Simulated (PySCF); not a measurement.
# C₆ coefficients of unlike pairs at TPSS

Calculated with PySCF 2.14 from the dipole response of each species, C₆(A,B) = (3/π) ∫ α_A(iu) α_B(iu) du, in atomic units, from isotropic polarisabilities. For ions this is the dispersion term alone; charge-induced terms of lower order in 1/R come first.

```
species                configuration                                    basis      relativity  α (bohr³)  C₆ (like pair)
      C            [He] 2s2 2p2 (3P)                 def2-QZVPPD (8s4p4d2f1g)            none      12.94           52.59
      O            [He] 2s2 2p4 (3P)                     dyall-av2z (11s7p2d)            none      4.700           13.93
   Cl³⁺            [Ne] 3s2 3p2 (3P)              aug-cc-pwCVQZ (10s9p7d5f3g)            none      4.415           12.08
     Bi  [Xe] 4f14 5d10 6s2 6p3 (4S)  aug-cc-pVTZ-PP with ECP60MDF (6s5p4d2f)  core potential      54.20           655.6
```

Q: Estimate C₆ for Bi with Cl³⁺.

A: The integral gives 81.48. The combination rule 2 C_A C_B / (C_A α_B/α_A + C_B α_A/α_B) gives 78.53 and the geometric mean 88.99.

No spin-orbit coupling is included, so Bi, close to jj coupling, stand for model states.

The other pairs:

| pair | C₆ |
| --- | --- |
| Cl³⁺, C | 24.12 |
| Bi, O | 86.47 |
| O, C | 25.61 |
| Cl³⁺, O | 12.95 |
| Bi, C | 183.9 |
